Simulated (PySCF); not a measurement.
C2H6N2OSi, SMILES C[Si@H](OC#N)N.

Coordinates come from a r2SCAN-D4/def2-SVP optimisation. The structure was generated by enumeration; whether it is a known compound was not checked. The values are those of a single conformer.

Two levels are set side by side: PBE/def2-TZVP (PySCF) and r2SCAN/def2-TZVP (PySCF). Same geometry, gas phase. Differences are taken from unrounded values.

```csv
quantity,r2SCAN,PBE,PBE minus r2SCAN
orbital gap (eV),7.13,6.20,-0.93
highest occupied level (eV),-7.06,-6.76,0.30
lowest empty level (eV),0.07,-0.56,-0.62
dipole moment (D),6.03,5.96,-0.07
mean polarisability (bohr³),62.4,64.4,2.0
```

Rough cost on one machine, each run with all the roots and properties that it gave: r2SCAN against PBE about 3 times.
